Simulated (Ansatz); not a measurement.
The cluster B3Sb3⁻, 6 atoms. Hardware: 4 threads of Arm Neoverse V2 on a shared host.

In the def2 sets Sb takes a core potential; there is no spin–orbit coupling. Correlated methods freeze 15 core orbitals; core or outer-core shells of Sb are correlated, in sets that lack core-valence functions.

Q: How many basis functions does each of these Ansatz runs have, and roughly what does it cost? PBE-D4/def2-TZVPD, charge -1 doublet, energy and forces, from earlier orbitals; PBE-D4/def2-SVPD, charge -1 doublet, relaxation, 23 steps; PBE0-D4/def2-TZVPD, charge -1 doublet, energy, from earlier orbitals; PBE-D4/def2-SVP, charge -1 doublet, energy with a search over starts; MP2/def2-TZVPD, charge -1 doublet, energy, from earlier orbitals; r2SCAN-D4/def2-TZVPD, charge -1 doublet, energy, from earlier orbitals; BHLYP-D4/def2-TZVPD, charge -1 doublet, energy, from earlier orbitals; LC-ωPBE/def2-TZVPD, charge -1 doublet, energy, from earlier orbitals; HF/STO-3G, charge -1 doublet, energy; RPA@PBE/def2-TZVPD, charge -1 doublet, energy, from earlier orbitals.

A: Other jobs shared the machine, so times can vary by a factor of up to 3. A dash marks memory too small to be measured apart from the calling script's.

```
                                                                           run  functions  fitting or Cholesky vectors  wall time  peak host memory (GiB)
                                          HF/STO-3G, charge -1 doublet, energy         96                         1034      4.4 s                       –
          PBE-D4/def2-SVP, charge -1 doublet, energy with a search over starts        120                         1410      6.5 s                       –
PBE-D4/def2-TZVPD, charge -1 doublet, energy and forces, from earlier orbitals        279                         1734       12 s                    0.57
        r2SCAN-D4/def2-TZVPD, charge -1 doublet, energy, from earlier orbitals        279                         1734       23 s                    0.66
          RPA@PBE/def2-TZVPD, charge -1 doublet, energy, from earlier orbitals        279                         2202       24 s                     1.4
          PBE0-D4/def2-TZVPD, charge -1 doublet, energy, from earlier orbitals        279                         1944       26 s                     1.3
          LC-ωPBE/def2-TZVPD, charge -1 doublet, energy, from earlier orbitals        279                         1734       32 s                     1.8
              MP2/def2-TZVPD, charge -1 doublet, energy, from earlier orbitals        279                         2202       53 s                     1.7
                     PBE-D4/def2-SVPD, charge -1 doublet, relaxation, 23 steps        156                         1569       70 s                       –
         BHLYP-D4/def2-TZVPD, charge -1 doublet, energy, from earlier orbitals        279                         2142       71 s                     1.3
```
